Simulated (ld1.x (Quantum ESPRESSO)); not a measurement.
Tc, TM: configuration errors across variants

technetium, norm-conserving Troullier–Martins (Kleinman–Bylander form), made with ld1.x (Quantum ESPRESSO) 7.5 (LDA (PZ), fully relativistic). Core [Kr], reference 4d4 5s0 5p0 (charge +3). Waves: 5s (bound, empty): rc 2.35 bohr; 5p (bound, empty): rc 2.95 bohr; 4d (bound): rc 1.35 bohr. Local part: all-electron potential smoothed inside 1.50 bohr (lloc = -2). Core correction: none.

Open shells are filled in proportion to 2j + 1 (rel_dist='average').

All-electron excitation energies from the reference (eV): (1) 4d5 5s2 5p0 -52.559; (2) 4d5 5s1 5p0 -44.127; (3) 4d5 5s0 5p0 -28.925; (4) 4d4 5s2 5p0 -40.759; (5) 4d5 5s1.5 5p0 -49.152.

Tests that are not counted but printed errors over 1 eV. “base”: 4d5 5s1 5p1 (solver errors, printed error -2.3 eV); 4d4 5s2 5p1 (pseudo-atom not self-consistent, printed error +1.3 eV). “wave 4d (bound): rc 1.35 bohr becomes 4d (bound): rc 1.52 bohr”: 4d5 5s1 5p1 (solver errors, printed error -2.3 eV). “wave 5s (bound): rc 2.35 bohr becomes 5s (bound): rc 3.00 bohr”: 4d5 5s1 5p1 (solver errors, printed error -2.3 eV). “wave 5p (bound): rc 2.95 bohr becomes 5p (bound): rc 3.98 bohr”: 4d5 5s1 5p1 (solver errors, printed error -2.3 eV); 4d4 5s2 5p1 (solver errors, printed error -2.4 eV).

4 further variants failed, have other tests or another functional or relativity, and are left out.

A true bound ghost makes a file unfit for plane-wave use even where its test errors are small: the radial tests pick states by their node count and pass the ghost by. Where a test does run into it, the solver fails or the error is huge.

Errors AE − PS in meV (a dash: test not solved or not reliable):

| change | (1) | (2) | (3) | (4) | (5) | bound ghosts |
| --- | --- | --- | --- | --- | --- | --- |
| base | +177 | +87 | -24 | +145 | +136 | s, p3/2, p1/2 |
| local potential the s channel | +120 | +1.3 | -118 | +149 | +64 | none |
| wave 4d (bound): rc 1.35 bohr becomes 4d (bound): rc 1.52 bohr | +177 | +87 | -24 | +145 | +136 | s, p3/2, p1/2 |
| wave 5s (bound): rc 2.35 bohr becomes 5s (bound): rc 3.00 bohr | +136 | +63 | -24 | +128 | +103 | s, p3/2, p1/2 |
| wave 5p (bound): rc 2.95 bohr becomes 5p (bound): rc 3.98 bohr | +177 | +87 | -24 | +145 | +136 | s, p3/2, p1/2 |

Problem. Give the same row for: core correction a·sin(br)/r model core inside 1.42 bohr.

Solution. -103, -113, -134, -27, -107; bound ghosts: s, p3/2, p1/2. Not counted: 4d5 5s1 5p1 (solver errors, printed error -2.5 eV); 4d4 5s2 5p1 (pseudo-atom not self-consistent, printed error -14.7 eV).
